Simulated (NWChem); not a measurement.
System: C5H3NS; SMILES s1ccc(C#N)c1

NWChem input:

```
start job
memory heap 200 mb stack 900 mb global 1100 mb
geometry units angstroms noautoz
  N      0.225293    -3.265158     0.000000
  C      0.115547    -2.110599     0.000000
  C     -0.027741    -0.691404     0.000000
  C     -1.287502    -0.011266     0.000000
  C     -1.134992     1.346237     0.000000
  S      0.520923     1.803667     0.000000
  C      1.042448     0.180201     0.000000
  H     -2.250484    -0.521634     0.000000
  H     -1.913490     2.107948     0.000000
  H      2.101427    -0.073027     0.000000
end
basis spherical
  * library def2-tzvp
end
dft
  xc xpbe96 cpbe96
  iterations 150
  semidirect filesize 400000000
  mulliken
end
task dft energy
```

The geometry was optimised at PBE0/def2-SVP.

Q: Give the results of this calculation. (PBE/def2-TZVP.) Quantities: energy (Ha); highest occupied level (eV); orbital gap (eV); dipole (D).

A: 
```
Item                           Value
---------------------------  -------
energy (Ha)                  -644.89
highest occupied level (eV)    -6.57
orbital gap (eV)                4.21
dipole (D)                      4.33
```
